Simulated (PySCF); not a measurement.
## Field gradients at the hydrogen positions

Compound: C3H12Si3.
SMILES with atom numbers: `[SiH3:1][CH2:2][C@H:3]1[CH2:4][SiH2:5][SiH2:6]1` (hydrogens: H7, H8, H9 on Si1; H10, H11 on C2; H12 on C3; H13, H14 on C4; H15, H16 on Si5; H17, H18 on Si6)

Cartesian coordinates in Å at the GFN2-xTB level; atoms count from 1:
```xyz
18
C3H12Si3 angstrom
Si    -2.7255    0.2720    0.1812
C     -1.1238   -0.5926    0.7191
C      0.1389    0.2219    0.4658
C      1.4179   -0.4439    1.0403
Si     2.7041    0.0143   -0.3120
Si     0.6929    0.5127   -1.3638
H     -2.8497    1.5543    0.8801
H     -3.8701   -0.5798    0.5173
H     -2.7050    0.5108   -1.2638
H     -1.0362   -1.5556    0.2077
H     -1.1906   -0.8220    1.7887
H      0.0149    1.1960    0.9531
H      1.2811   -1.5265    1.0850
H      1.6333   -0.1213    2.0590
H      3.5999    1.1001    0.1060
H      3.5712   -1.1058   -0.6986
H      0.3315    1.8378   -1.8817
H      0.1063   -0.4659   -2.2895
```

Level: PBE0/pcSseg-1 (PySCF, non-relativistic); Q(2H) = 0.00286 b; rigid geometry, the same for H and D, with no vibrational averaging.

Task: Rank these positions by the coupling χzz of a deuteron there, largest first.
A. H16 (Si–H hydrogen)
B. H13 (methylene hydrogen)
C. H14 (methylene hydrogen)
D. H12 (methine hydrogen)

Result: C (214 kHz), B (209 kHz), D (202 kHz), A (109 kHz).

Task: Give the electric field gradient Vzz (the principal value of largest size), its asymmetry and the 2H coupling at each hydrogen.

Result: 
```csv
atom,bonded to,bond length (Å),Vzz (au),η,χzz (kHz)
H7,Si1,1.466,0.1620,0.01,109
H8,Si1,1.466,0.1618,0.00,109
H9,Si1,1.465,0.1623,0.02,109
H10,C2,1.094,0.3066,0.03,206
H11,C2,1.096,0.3035,0.03,204
H12,C3,1.096,0.3003,0.05,202
H13,C4,1.092,0.3114,0.04,209
H14,C4,1.090,0.3181,0.04,214
H15,Si5,1.468,0.1620,0.02,109
H16,Si5,1.468,0.1617,0.02,109
H17,Si6,1.468,0.1624,0.02,109
H18,Si6,1.469,0.1619,0.02,109
```

Task: Average by the element that carries the hydrogen.

Result: on Si: 109 kHz over 7 positions, mean bond length 1.467 Å; on C: 207 kHz over 5 positions, mean bond length 1.094 Å.

Isolated species at its GFN2-xTB geometry (one conformer only). GFN2-xTB bond lengths can be off by several hundredths of an ångström, more for odd bonds, and the gradients follow them. A larger basis could move these couplings by a tenth or more.
